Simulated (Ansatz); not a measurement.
Br₂Zn, charge -1, doublet, at a GFN2-xTB geometry (such geometries of metal compounds can be far from the true shape) (a state made from the parent by changing its charge; the spin is typed, not shown lowest) (a gas-phase anion, which may not be bound at this level); B3LYP/pcseg-1 (Ansatz, a first-principles code).

The Ansatz input:
Ansatz 0.2 input:
```yaml
crystal:
  periodic: [false, false, false]
  atoms:
    - {symbol: Zn, position_ang: [-0.44726896, -0.63134001, -0.74342448]}
    - {symbol: Br, position_ang: [-0.03145420, 2.05256578, -1.06046508]}
    - {symbol: Br, position_ang: [0.41482759, -1.51141719, 1.69768606]}
basis:
  gaussian:
    orbitals: pcseg-1.json
hamiltonian:
  xc: b3lyp
total_charge: -1
magnetization: {spin_polarized: true, initial_magnetization: 1}
```
The basis file holds pcseg-1 in the JSON format of the Basis Set Exchange.

The log (banner, timings and long lists left out):

```
Functional definition: B3LYP
857 factors; integrals over basis functions are off by at most 5.0e-4 eV
mean field evaluation 1: about -188497.0045 eV, gradient 1.8e1 eV
mean field evaluation 2: about -188495.8765 eV, gradient 2.5e1 eV
mean field evaluation 4: about -188498.1125 eV, gradient 4.4e-1 eV
mean field evaluation 8: about -188498.1508 eV, gradient 2.5e-2 eV
mean field evaluation 16: about -188498.1509 eV, gradient 4.8e-5 eV
mean field -188498.15085656 eV, -6927.1792753430 hartree, gradient 4.7e-5 eV, S^2 0.752445; 0 other end points of the search recorded, 0 dependent functions left out
reference -188498.15108367 eV, -6927.1792836892 hartree; 51, 50 occupied and 34, 35 virtual orbitals, 857 factors
Total energy: -188498.15108367 eV, -6927.1792836892 hartree
```
